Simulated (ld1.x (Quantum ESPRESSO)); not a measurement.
## lutetium PAW: all-electron and pseudo phase curves

```json
{
 "Element": "lutetium (Lu)",
 "Generator": "ld1.x (Quantum ESPRESSO) 7.5",
 "Type": "PAW",
 "Functional": "LDA (PZ)",
 "Relativity": "scalar-relativistic",
 "Frozen core": "[Kr] 4d10",
 "Valence charge": "25",
 "Reference configuration": "4f14 5s2 5p6 5d1 6s1 6p1",
 "Partial waves": "5s (bound): rcut 1.50, rcutus 1.75 bohr; 6s (bound): rcut 1.50, rcutus 1.75 bohr; 5p (bound): rcut 1.85, rcutus 2.10 bohr; 6p (bound): rcut 1.85, rcutus 2.10 bohr; 5d (bound): rcut 2.30, rcutus 2.80 bohr; 5d channel at 1.8 Ry: rcut 2.30, rcutus 2.80 bohr; 4f (bound): rcut 0.80, rcutus 1.00 bohr; 4f channel at 4 Ry: rcut 0.80, rcutus 1.00 bohr",
 "Local potential": "all-electron potential smoothed inside 0.95 bohr (lloc = -1)",
 "Core correction": "Bessel-smoothed model core, default radius (core density twice the valence density)",
 "Augmentation charge": "PSQ, inside the norm-conserving radii"
}
```

The phase is arctan(r·u′/u) with u = r·R(r), unwrapped; energies in Ry, scanned from -7 to 5 Ry. A pole is an energy at which the radial function vanishes at the test radius. The pseudo phase is shifted by a multiple of π to meet the all-electron one at the reference energy, and phase errors are pseudo minus all-electron; the curves can meet again beyond the range given. Levels narrower than the energy grid can be missing from the lists of poles. n/a: not evaluated, since a narrow level or a reset projector energy made the automatic matching unsafe.

Question: For each channel, where are the poles, and over which energies does the pseudopotential scatter like the atom?

Answer:

```json
{"channel": "s", "radius (bohr)": "3.06", "reference energy (Ry)": "-0.42", "poles, all-electron": "-4.59, 1.34", "poles, pseudo": "-4.59, 1.35", "unbroken range about the reference energy with phases within 0.05 rad": "below 3.7", "phase error 1 Ry above the reference energy (rad)": "+0.000"}
{"channel": "p", "radius (bohr)": "3.06", "reference energy (Ry)": "-0.15", "poles, all-electron": "-2.39, 2.62", "poles, pseudo": "-2.39, 3.73", "unbroken range about the reference energy with phases within 0.05 rad": "-0.8 to 0.2", "phase error 1 Ry above the reference energy (rad)": "+0.195"}
{"channel": "d", "radius (bohr)": "3.06", "reference energy (Ry)": "-0.22", "poles, all-electron": "0.30, 4.92", "poles, pseudo": "0.47, 3.15", "unbroken range about the reference energy with phases within 0.05 rad": "-0.4 to 0.0", "phase error 1 Ry above the reference energy (rad)": "-0.136"}
{"channel": "f", "radius (bohr)": "3.06", "reference energy (Ry)": "-0.83", "poles, all-electron": "3.02", "poles, pseudo": "3.02", "unbroken range about the reference energy with phases within 0.05 rad": "n/a", "phase error 1 Ry above the reference energy (rad)": "n/a"}
```

The ghost test of this file was not conclusive. Its overlap operator is not positive definite in a basis up to 400 Ry (lowest eigenvalue s -0.69, p -0.32, d -1.71), so the file is unfit for use: the generalised eigenproblem breaks down once the basis is large enough, and its test numbers describe a broken file.

Phases in the s channel:

```csv
E (Ry),all-electron,pseudo
-7.00,1.438,1.438
-6.74,1.435,1.435
-6.48,1.431,1.431
-6.22,1.428,1.428
-5.96,1.424,1.424
-5.70,1.419,1.419
-5.44,1.414,1.414
-5.18,1.408,1.408
-4.92,1.398,1.398
-4.66,1.328,1.328
-4.40,-1.730,-1.730
-4.14,-1.745,-1.745
-3.88,-1.755,-1.755
-3.62,-1.765,-1.765
-3.36,-1.776,-1.776
-3.10,-1.788,-1.788
-2.84,-1.802,-1.802
-2.58,-1.820,-1.820
-2.32,-1.841,-1.841
-2.06,-1.868,-1.868
-1.80,-1.905,-1.905
-1.54,-1.956,-1.956
-1.28,-2.033,-2.033
-1.02,-2.164,-2.164
-0.76,-2.422,-2.422
-0.50,-2.989,-2.989
-0.24,-3.780,-3.780
0.02,-4.229,-4.229
0.28,-4.437,-4.437
0.54,-4.549,-4.549
0.80,-4.620,-4.620
1.06,-4.670,-4.670
1.32,-4.709,-4.709
1.58,-4.742,-4.741
1.84,-4.771,-4.770
2.10,-4.800,-4.798
2.36,-4.829,-4.826
2.62,-4.860,-4.856
2.88,-4.897,-4.891
3.14,-4.944,-4.934
3.40,-5.008,-4.989
3.66,-5.106,-5.066
3.92,-5.277,-5.186
4.18,-5.629,-5.391
4.44,-6.336,-5.775
4.70,-7.018,-6.389
4.96,-7.348,-6.925
```
